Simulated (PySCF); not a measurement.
## C₆ coefficients of unlike pairs at PBE

Calculated with PySCF 2.14 from the dipole response of each species, C₆(A,B) = (3/π) ∫ α_A(iu) α_B(iu) du, in atomic units, from isotropic polarisabilities. For ions this is the dispersion term alone; charge-induced terms of lower order in 1/R come first.

```
species           configuration                                                                      basis      relativity  α (bohr³)  C₆ (like pair)
     Ar               [Ar] (1S)  x2c-TZVPPall with one added diffuse shell each of s, p, d type (6s6p4d1f)   spin-free X2C      11.69           69.35
    F²⁺       [He] 2s2 2p3 (4S)                                                  aug-cc-pVTZ-DK (5s4p3d2f)   spin-free X2C      1.251           1.601
     In  [Kr] 4d10 5s2 5p1 (2P)                                      aug-cc-pVDZ-PP with ECP28MDF (5s4p3d)  core potential      77.18           765.7
    C³⁺           [He] 2s1 (2S)                                                 aug-cc-pCVTZ-DK (7s6p4d2f)   spin-free X2C      3.081           2.433
```

Question: Estimate C₆ for In with Ar.

Answer: The integral gives 194.6. The combination rule 2 C_A C_B / (C_A α_B/α_A + C_B α_A/α_B) gives 185.1 and the geometric mean 230.4.

No spin-orbit coupling is included.

The other pairs:

```tsv
pair	C₆
C³⁺, Ar	12.37
F²⁺, Ar	9.854
In, F²⁺	23.65
C³⁺, In	41.45
C³⁺, F²⁺	1.616
```
